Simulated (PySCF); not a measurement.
## Worked example: dipole moment from atomic charges

trifluorosilylmethanol (CH3F3OSi), SMILES OC[Si](F)(F)F. Atoms are numbered in the order given.

```xyz
9

O     -2.2716     0.3486    -0.0307
C     -1.3381    -0.7069     0.1441
Si     0.4078    -0.0729    -0.0235
F      0.8188     0.2844    -1.5334
F      1.5024    -1.1077     0.5388
F      0.5243     1.2858     0.8367
H     -2.1203     1.0066     0.6617
H     -1.4592    -1.2402     1.1097
H     -1.5373    -1.4552    -0.6407
```
Charge 0, spin multiplicity 1.

Geometry optimised at B3LYP-D3(BJ)/def2-SVP. Other conformers were not sampled.

Charges (e) from ωB97X/def2-TZVP (PySCF):

```csv
atom,IAO,Mulliken
O1,-0.546,-0.445
C2,-0.387,-0.182
Si3,1.823,0.948
F4,-0.520,-0.296
F5,-0.524,-0.303
F6,-0.530,-0.310
H7,0.362,0.325
H8,0.147,0.126
H9,0.176,0.137
```

The dipole moment of the full density is 1.88 D.

**Question.** What dipole moment does each set of point charges give, and which comes closer to that of the density?

**Answer.** 
μ = Σ q r, and 1 e Å = 4.8032 D.
IAO: Σ q r = (-0.242, -0.373, 0.280) e Å, |μ| = 2.52 D.
Mulliken: Σ q r = (-0.303, -0.271, 0.264) e Å, |μ| = 2.33 D.
Mulliken comes closer in size. Point charges leave out the atoms' own dipoles (lone pairs, polarised bonds); fits to the potential absorb them, partitions of the density don't.
